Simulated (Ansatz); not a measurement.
`N[SiH2][SiH](O)F` and `O[SiH](F)[SiH2]I` differ in one atom or group.

Ansatz, PBE0-D4/def2-TZVP geometries, multiplicity 1. Each molecule was computed in one conformer, which needn't be the lowest.

Elements past krypton have def2 core potentials.  Spin–orbit coupling is left out; it splits and shifts lone-pair levels of the heavy atoms by tenths of an eV.

```
                                      property  `N[SiH2][SiH](O)F`
       HOMO–LUMO gap (ωB97M-V/def2-TZVPP) / eV               10.78
            HOMO energy (PBE0/def2-TZVPP) / eV               -7.57
         LUMO energy (ωB97M-V/def2-TZVPP) / eV                1.06
size of the dipole moment (PBE/def2-TZVPP) / D                3.28
             LUMO energy (PBE/def2-TZVPP) / eV               -1.40
             HOMO energy (PBE/def2-TZVPP) / eV               -6.26
```

Q: What does the change do to each property? (Best estimate.)

A: Ansatz gave: 
```
                                      property  `O[SiH](F)[SiH2]I`  shift
       HOMO–LUMO gap (ωB97M-V/def2-TZVPP) / eV               10.15  -0.63
            HOMO energy (PBE0/def2-TZVPP) / eV               -7.77  -0.20
         LUMO energy (ωB97M-V/def2-TZVPP) / eV                0.34  -0.72
size of the dipole moment (PBE/def2-TZVPP) / D                1.19  -2.09
             LUMO energy (PBE/def2-TZVPP) / eV               -2.22  -0.82
             HOMO energy (PBE/def2-TZVPP) / eV               -6.64  -0.38
```

With PBE0 the HOMO falls by 0.20 eV and the LUMO falls by 0.85 eV, so the gap narrows by about 0.65 eV. PBE moves the HOMO by -0.38 eV and ωB97M-V by -0.10 eV. Dipoles are sizes alone; their direction can turn.
